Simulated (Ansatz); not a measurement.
This geometry of CH5BrSSi2 (10 atoms, charge 0, multiplicity 1) is a first-order saddle point.

Theory: Ansatz, RKS PBE/def2-SVP.

```xyz
10
Properties=species:S:1:pos:R:3
S -2.176 0.333 0.036
C -0.625 -0.521 -0.239
Si 0.626 -0.531 1.141
Si 0.828 0.501 -1.126
Br 0.912 2.680 -0.508
H -2.459 0.667 -1.263
H -0.706 -1.479 -0.790
H 1.205 -1.873 1.467
H 0.326 0.389 2.280
H 2.153 -0.217 -0.994
```

Question: Which two structures does it join? (They come from a converged band through this point; their orientation in space is the band's.)

Answer: Bonds broken: Si3–H10. Bonds formed: Si3–Si4, Si4–H10.

First end point:

```xyz
10
Properties=species:S:1:pos:R:3
S -1.934 -0.356 0.208
C -0.303 -0.354 -0.612
Si 1.003 -0.674 0.791
Si 0.487 1.045 -1.647
Br -0.776 2.848 -1.007
H -2.160 0.990 0.069
H -0.228 -1.250 -1.274
H 0.587 -1.917 1.521
H 1.016 0.507 1.718
H 2.390 -0.891 0.236
```

Last end point:

```xyz
10
Properties=species:S:1:pos:R:3
S -2.069 0.411 -0.151
C -0.545 -0.566 -0.295
Si 0.424 -0.538 1.400
Si 1.085 0.423 -0.546
Br 0.905 2.560 -1.179
H -1.971 1.116 -1.320
H -0.668 -1.528 -0.833
H 1.088 -1.825 1.800
H -0.280 0.159 2.521
H 2.115 -0.264 -1.394
```

Question: How far does it lie above each of them?

Answer: 79.4 kJ/mol above the first and 81.0 kJ/mol above the second. This is the barrier of this one path; another mechanism may lie lower. The orbitals stay closed-shell, which can raise the energy where a bond breaks towards radicals; this wasn't checked here.

Time of the run: 5.4 min on 2 threads of Arm Neoverse N1, on a shared host, peak memory 0.18 GiB.
